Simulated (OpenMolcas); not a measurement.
# V2+: moving the ligands

V2+ with 6 ligands (chloride) in octahedral coordination (Oh) at 2.55 Å. A charge of +0.667 e stands 2.6 Å behind each ligand. Ligand basis ANO-RCC-VDZP.

```json
{
  "Program": "OpenMolcas 26.06",
  "Method": "CASSCF",
  "Basis": "ANO-RCC-VDZP [5s4p2d1f]",
  "Scalar Hamiltonian": "DKH2, point nucleus",
  "Active space": "3 electrons in 5 orbitals (3d)",
  "State averaging": "2S+1 = 4 even, 10 roots; 2S+1 = 2 even, 40 roots",
  "Spin-orbit coupling": "RASSI with atomic mean-field integrals over the reference wave functions"
}
```

Runs around this geometry, states (labels of O, the rotations of Oh). Energies in cm-1 above the lowest state or level, χT in cm3 K/mol; 10Dq and B are least-squares fits to the states below 45000 cm-1, weighted by degeneracy, with a free offset, and given where the rms deviation is under 5 % of |10Dq| (or 100 cm-1) and under 700 cm-1.

```
R (Å)  Ground state  First state of that spin  10Dq  B (rms of fit)  First gap with spin-orbit (degeneracies)  χT at 300 K  First state of another spin
 2.48           4A2                  4T2 6811  6901        889 (81)                               6744 (4, 2)        1.843                     2E 15933
 2.55           4A2                  4T2 5714  5815        899 (79)                               5648 (4, 2)        1.836                     2E 15947
 2.69           4A2                  4T2 4030  4130        915 (78)                               3967 (4, 2)        1.816                     2E 15908
```

Taking |10Dq| as R^-n, n = -ln(4130 / 6901) / ln(2.69 / 2.48) = 6.3 between the shortest and longest distance. The point-charge formula for a cubic d site gives n = 5.

Without dynamic correlation the repulsion within the d shell is too large (B by tens of per cent), so at a given field states of lower spin stand too high. Ligand-to-metal charge-transfer states are missing. With no ligand orbital active B as a rule stays too high, so bands that hang on it stand too high and its fall with covalency is understated. With metal d orbitals alone and no dynamic correlation the field as a rule comes out too small, by tens of per cent, by up to half for chloride and softer ligands. No measured value stands beside these numbers; the geometry is a model, was not optimised and need not be the one that this ion takes.
